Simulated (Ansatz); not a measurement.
System: Sc, charge 1, triplet.

Total energies in cc-pwCVQZ-DK, 10 correlated electrons, 5 frozen orbitals. Open shells are spin-unrestricted; no spin-orbit coupling. The -DK rows use spin-free X2C, correlate 3s3p of the metal (1s2s2p frozen) and give its partners the cc-pVXZ-DK valence sets. Open-shell metal atoms are single determinants, not pure terms.

```json
[
 {"method": "HF", "program": "Ansatz", "energy (Eh)": "-763.09023", "minus CCSDT(Q) (mEh)": "346.28"},
 {"method": "MP2", "program": "Ansatz", "energy (Eh)": "-763.40738", "minus CCSDT(Q) (mEh)": "29.13"},
 {"method": "CCSD", "program": "Ansatz", "energy (Eh)": "-763.42622", "minus CCSDT(Q) (mEh)": "10.29"},
 {"method": "CCSD(T)", "program": "Ansatz", "energy (Eh)": "-763.43589", "minus CCSDT(Q) (mEh)": "0.61"},
 {"method": "CCSDT(Q)", "program": "Ansatz", "energy (Eh)": "-763.43651", "minus CCSDT(Q) (mEh)": "0.00"}
]
```

Ansatz is an electronic-structure program.
